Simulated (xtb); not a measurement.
C$_{4}$H$_{10}$NO, charge +1, singlet, from a rough starting geometry; GFN2-xTB (xtb).

Here is a job for xtb.
```
$ xtb mol.xyz --gfn 2 --chrg 1 --opt vtight --json

# file mol.xyz
16

C      1.51898072    -1.24274670     0.29960671
C      0.92324957     0.08663101    -0.00033009
O      1.74163591     1.06992266    -0.05627061
N     -0.37013447     0.24547094    -0.04036439
C     -0.97578602     1.48964476    -0.20740038
C     -1.30220526    -0.88849766     0.01160831
H      2.61209048    -1.14636017     0.43376214
H      1.46753427    -1.89567291    -0.54047664
H      1.07315711    -1.72193114     1.12940018
H      1.39625823     1.90112517    -0.25629887
H     -1.99227473     1.47941890     0.12138811
H     -0.47661673     2.30492405     0.42103323
H     -1.01141229     1.81095873    -1.30873277
H     -2.18301601    -0.68628173    -0.60775703
H     -0.81625647    -1.84484338    -0.28010705
H     -1.63765956    -0.95710332     1.01160845
```

The log (banner, timings and long lists left out):

```
   ID    Z sym.   atoms
    1    6 C      1, 2, 5, 6
    2    8 O      3
    3    7 N      4
    4    1 H      7-16

           -------------------------------------------------
          |                Calculation Setup                |
           -------------------------------------------------

           -------------------------------------------------
          |                 G F N 2 - x T B                 |
           -------------------------------------------------

          ...................................................
          :                      SETUP                      :
          :.................................................:
          :  # basis functions                  34          :
          :  # atomic orbitals                  34          :
          :  # shells                           22          :
          :  # electrons                        36          :
          :  max. iterations                   250          :
          :  Hamiltonian                  GFN2-xTB          :
          :  restarted?                      false          :
          :  GBSA solvation                  false          :
          :  PC potential                    false          :
          :  electronic temp.          300.0000000     K    :
          :  accuracy                    1.0000000          :
          :  -> integral cutoff          0.2500000E+02      :
          :  -> integral neglect         0.1000000E-07      :
          :  -> SCF convergence          0.1000000E-05 Eh   :
          :  -> wf. convergence          0.1000000E-03 e    :
          :  Broyden damping             0.4000000          :
          :  net charge                          1          :
          :  unpaired electrons                  0          :
          ...................................................

 iter      E             dE          RMSdq      gap      omega  full diag
   1    -20.4578618 -0.204579E+02  0.343E+00    5.01       0.0  T
   2    -20.5051511 -0.472894E-01  0.214E+00    4.68       1.0  T
   3    -20.5073212 -0.217009E-02  0.106E+00    4.62       1.0  T
   4    -20.5075695 -0.248337E-03  0.157E-01    4.52       1.0  T
   5    -20.5076658 -0.962646E-04  0.692E-02    4.58       1.0  T
   6    -20.5076836 -0.178221E-04  0.338E-02    4.56       1.0  T
   7    -20.5076857 -0.209043E-05  0.801E-03    4.57       3.1  T
   8    -20.5076859 -0.165437E-06  0.232E-03    4.57      10.8  T
   9    -20.5076859 -0.228617E-08  0.773E-04    4.57      32.3  T
  10    -20.5076859 -0.505493E-08  0.213E-04    4.57     117.4  T

   *** convergence criteria satisfied after 10 iterations ***

         :::::::::::::::::::::::::::::::::::::::::::::::::::::
         ::                     SUMMARY                     ::
         :::::::::::::::::::::::::::::::::::::::::::::::::::::
         :: total energy             -20.233243820399 Eh    ::
         :: gradient norm              0.123428816498 Eh/a0 ::
         :: HOMO-LUMO gap              4.567138154987 eV    ::
         ::.................................................::
         :: SCC energy               -20.507662421301 Eh    ::
         :: -> isotropic ES            0.103892725363 Eh    ::
         :: -> anisotropic ES         -0.007375704709 Eh    ::
         :: -> anisotropic XC          0.009335640861 Eh    ::
         :: -> dispersion             -0.007820706338 Eh    ::
         :: repulsion energy           0.274418600901 Eh    ::
         :: add. restraining           0.000000000000 Eh    ::
         :: total charge               1.000000000000 e     ::
         :::::::::::::::::::::::::::::::::::::::::::::::::::::

      -----------------------------------------------------------
     |                   =====================                   |
     |                        A N C O P T                        |
     |                   =====================                   |
     |               Approximate Normal Coordinate               |
[...]
 * total energy  :   -20.2462047 Eh     change       -0.1326010E-05 Eh
 * total energy  :   -20.2462065 Eh     change       -0.1855508E-05 Eh
 * total energy  :   -20.2462093 Eh     change       -0.2822407E-05 Eh
 * total energy  :   -20.2462127 Eh     change       -0.3349495E-05 Eh
 * total energy  :   -20.2462152 Eh     change       -0.2487162E-05 Eh
 * total energy  :   -20.2462170 Eh     change       -0.1814863E-05 Eh
 * total energy  :   -20.2462178 Eh     change       -0.8010468E-06 Eh
 * total energy  :   -20.2462181 Eh     change       -0.3465615E-06 Eh
 * total energy  :   -20.2462184 Eh     change       -0.2288067E-06 Eh
 * total energy  :   -20.2462187 Eh     change       -0.3032376E-06 Eh
 * total energy  :   -20.2462188 Eh     change       -0.1254368E-06 Eh
 * total energy  :   -20.2462189 Eh     change       -0.4976132E-07 Eh
   *** GEOMETRY OPTIMIZATION CONVERGED AFTER 45 ITERATIONS ***
         :: total energy             -20.246218852667 Eh    ::
[...]
        28                          0.0327709               0.8917
        29                          0.0439839               1.1969
       ...                                ...                  ...
        34                          0.3342458               9.0953
      -------------------------------------------------------------
                  HL-Gap            0.1695348 Eh            4.6133 eV
             Fermi-level           -0.5245533 Eh          -14.2738 eV

     #   Z          covCN         q      C6AA      α(0)
     1   6 C        3.756    -0.156    23.569     6.922
     2   6 C        2.771     0.250    22.803     7.821
     3   8 O        1.662    -0.280    18.669     5.833
     4   7 N        2.729     0.014    21.017     6.809
     5   6 C        3.704    -0.090    22.376     6.763
     6   6 C        3.701    -0.093    22.443     6.774
     7   1 H        0.925     0.129     1.541     1.941
     8   1 H        0.925     0.123     1.588     1.970
     9   1 H        0.925     0.123     1.589     1.971
    10   1 H        0.804     0.357     0.573     1.189
    11   1 H        0.925     0.116     1.645     2.006
    12   1 H        0.924     0.093     1.847     2.125
    13   1 H        0.924     0.093     1.847     2.125
    14   1 H        0.924     0.109     1.707     2.043
    15   1 H        0.925     0.103     1.757     2.073
    16   1 H        0.924     0.109     1.707     2.043

 Mol. C6AA /au·bohr⁶  :       1629.972112
 Mol. C8AA /au·bohr⁸  :      34815.332632
 Mol. α(0) /au        :         60.409371

Wiberg/Mayer (AO) data.
largest (>0.10) Wiberg bond orders for each atom

 ---------------------------------------------------------------------------
     #   Z sym  total        # sym  WBO       # sym  WBO       # sym  WBO
 ---------------------------------------------------------------------------
     1   6 C    3.963 --     2 C    1.038     7 H    0.967     9 H    0.938
                             8 H    0.938
     2   6 C    3.923 --     4 N    1.498     3 O    1.263     1 C    1.038
     3   8 O    2.320 --     2 C    1.263    10 H    0.833     4 N    0.139
     4   7 N    3.659 --     2 C    1.498     6 C    0.985     5 C    0.977
                             3 O    0.139
     5   6 C    3.938 --     4 N    0.977    11 H    0.971    12 H    0.965
                            13 H    0.965
     6   6 C    3.930 --     4 N    0.985    15 H    0.970    14 H    0.961
                            16 H    0.961
     7   1 H    0.983 --     1 C    0.967
     8   1 H    0.985 --     1 C    0.938
     9   1 H    0.985 --     1 C    0.938
    10   1 H    0.873 --     3 O    0.833
    11   1 H    0.986 --     5 C    0.971
    12   1 H    0.991 --     5 C    0.965
    13   1 H    0.991 --     5 C    0.965
    14   1 H    0.988 --     6 C    0.961
    15   1 H    0.989 --     6 C    0.970
    16   1 H    0.988 --     6 C    0.961
 ---------------------------------------------------------------------------

Topologies differ in total number of bonds
Writing topology from bond orders to xtbtopo.mol

molecular dipole:
                 x           y           z       tot (Debye)
 q only:       -0.065       0.276      -0.020
   full:       -0.189       0.479      -0.048       1.314
molecular quadrupole (traceless):
                xx          xy          yy          xz          yz          zz
 q only:        1.393      -1.699       5.947       0.378      -1.690      -7.340
  q+dip:       -0.192      -1.708       5.847       0.310      -1.463      -5.655
   full:       -0.572      -1.606       6.325       0.292      -1.532      -5.753

optimized geometry written to: xtbopt.xyz

           -------------------------------------------------
          | TOTAL ENERGY              -20.246218852667 Eh   |
          | GRADIENT NORM               0.000056849042 Eh/α |
          | HOMO-LUMO GAP               4.613275568251 eV   |
           -------------------------------------------------

normal termination of xtb
```
